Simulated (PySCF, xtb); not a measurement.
MoF3, SMILES [F][Mo]([F])[F] (connectivity only; charge and spin as stated), neutral, multiplicity 4.

Harmonic wavenumbers (cm⁻¹) from GFN2-xTB run with xtb at its own minimum, in rising order: 156, 156, 187, 457, 499, 499.

Task: What does PySCF 2.14.0 with PBE-D3(BJ)/def2-TZVP give at its own minimum? (Estimate from the structure and the level; the computed values follow.)

Result: 147, 164, 164, 650, 687, 687. Paired by order, the mean absolute difference is 101 cm⁻¹ and the zero-point energies are 2.8 and 3.6 kcal/mol.
